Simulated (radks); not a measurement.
Problem. Species: Hf3+. Configuration: [Xe] 4f13.5 5d1 6p0.5 (fractional occupations, a model configuration). Calculated with a radial shooting solver on a logarithmic mesh with Libxc functionals: scalar-relativistic Kohn-Sham, SCAN, spin-polarised, spherical densities, finite nucleus; open shells are filled with parallel spins first (spin-orbit coupling, left out, can overturn this in heavy ions); meta-GGA in the generalised Kohn-Sham scheme; Fermi nuclear charge, rms radius 5.347 fm. Some entries of the table are withheld. Estimate them.

orbital  occ.  eigenvalue (eV)  <r> (bohr)
1s up       1        -65386.49     0.01899
1s down     1        -65386.49     0.01899
2s up       1        -11236.58     0.08034
2s down     1        -11236.52     0.08034
2p up       3        -9867.384     0.07172
2p down     3        -9867.333     0.07172
3s up       1        -2598.701      0.2084
3s down     1        -2598.394      0.2084
3p up       3        -2186.980      0.2084
3p down     3        -2186.653      0.2084
3d up       5        -1699.004      0.1891
3d down     5        -1698.715      0.1891
4s up       1        -556.6587      0.4678
4s down     1        -555.9587      0.4678
4p up       3        -420.8417      0.4968
4p down     3        -420.1599      0.4968
4d up       5        -244.7753      0.5341
4d down     5        -244.0829      0.5341
5s up       1        -100.2903       1.121
5s down     1         -99.8618       1.120
5p up       3         -67.4980         (1)
5p down     3         -66.8656         (2)
4f up       7         -51.3631      0.6597
4f down   6.5         -50.5744      0.6581
5d up       1         -30.2265       1.862
6p up     0.5         -20.7683       3.266

Solution. 
(1) 5p up <r> (bohr): 1.305
(2) 5p down <r> (bohr): 1.298
